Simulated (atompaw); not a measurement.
**Mg (Z = 12): one change to a PAW (atompaw) potential, before and after**

atompaw 4.2.0.5 input, output lines left out:

```
Mg 12
GGA-PBESOL scalarrelativistic loggrid 1500 logderivrange -9 5 351
3 3 0 0 0 0
3 0 0
3 1 0
0 0 0
c
v
v
v
v
2
1.40 1.40 1.40 1.10
n
n
y
0.1
y
1.35
n
custom polynom vanderbiltortho besselshape
bessel
0.80
1.40
0.90
1.40
1.40
1.40
```

Change: all radii scaled by about 1.08 (s 0.86, p 0.98, d 1.52 bohr); local potential bessel scheme, radius 1.52 bohr; augmentation besselshape compensation charge, radius 1.52 bohr; PAW radius 1.52 bohr; waves and projectors: custom polynom vanderbiltortho; core correction smooth core density matched at 1.20 bohr.

Cutoffs: the cutoffs (Ry, on a coarse ladder) from which the occupation-weighted sum of valence levels, in a spherical-Bessel basis at the reference potential, stays within 10 and 1 mRy of its value at 400 Ry; they do not see the model core or the augmentation charge, which bear on the density cutoff.

Question: What does the change do?

Answer: The potential gets softer (140 Ry and 180 Ry → 110 Ry and 160 Ry); neither file shows a bound ghost. A larger radius leaves more room for a smooth pseudo-wave, so fewer plane waves are needed.

| quantity | base | changed |
| --- | --- | --- |
| cutoff, loose | 140 Ry | 110 Ry |
| cutoff, tight | 180 Ry | 160 Ry |
| loose cutoff by channel (10 mRy a level) | s 45 Ry, p 80 Ry | s 45 Ry, p 70 Ry |
| bound ghosts | none | none |
| lowest overlap eigenvalue by channel | s 0.62, p 0.52, d 0.99 | s 0.57, p 0.55, d 0.98 |

 The cutoffs see the waves, projectors and local potential, not the compensation charge or the core.
